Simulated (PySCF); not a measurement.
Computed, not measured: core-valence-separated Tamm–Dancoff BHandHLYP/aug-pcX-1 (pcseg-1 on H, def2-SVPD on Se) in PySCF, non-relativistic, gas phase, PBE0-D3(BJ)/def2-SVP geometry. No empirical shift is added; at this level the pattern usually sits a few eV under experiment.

Main lines of an unknown, eV (oscillator strength): C K: 282.8 (0.058), 283.3 (0.062), 284.5 (0.053), 285.1 (0.040), 285.4 (0.008). Listed: the first five lines at most of each edge with a tenth or more of its strongest line's intensity; roots within 0.03 eV on the same or equivalent atoms are summed. Only the lowest roots were sought, and the top ones are left out.

**Question.** Which candidate gives them?
A. `C#CC[C@H](C)[SeH]`
B. `C[C@H]1C=C[Se]C1`

**Answer.** B. 

- `C[C@H]1C=C[Se]C1`: C K: 282.8 (0.058), 283.3 (0.062), 284.5 (0.053), 285.1 (0.040), 285.4 (0.008). First C line listed at 282.8 eV, hole on the alkene CH carbon (1s→π*).
- `C#CC[C@H](C)[SeH]`: C K: 283.6 (0.066), 283.7 (0.050), 283.7 (0.102), 283.8 (0.013), 285.0 (0.055). First C line listed at 283.6 eV, hole on the terminal alkyne carbon (1s→π*).

One conformer each; other structures than these candidates weren't tested.
